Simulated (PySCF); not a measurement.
# V¹⁰⁺: ionisation energy

V¹⁰⁺ [Ne] 3s2 3p1 (2P) → V¹¹⁺ [Ne] 3s2 (1S), as a difference of total energies. Computed with PySCF 2.14 in an uncontracted even-tempered set (19 s from 0.4 bohr⁻², ratio 2.5; 12 p from 0.52 bohr⁻², ratio 2.5; 5 d from 3.3 bohr⁻², ratio 2.7; 4 f from 4.9 bohr⁻², ratio 2.7), with scalar relativity by spin-free X2C-1e. Correlated levels: outer shells: 1s2 frozen; virtual orbitals above 40 to 60 times the deepest correlated orbital energy dropped. The calculations carry no spin-orbit coupling.

**Question.** Order these methods by the ionisation energy they give, lowest first.
A. PBE0
B. M06
C. SCS-MP2 (outer shells)
D. UHF

**Answer.** D (254.19 eV), C (254.66 eV), B (255.24 eV), A (255.35 eV).

A first-order spin-orbit estimate (lowest level to lowest level, LS coupling) adds 0.764 eV.

For comparison: 254.8 ± 0.4 eV (semi-empirical (NIST evaluation); NIST Atomic Spectra Database, ionization energies).
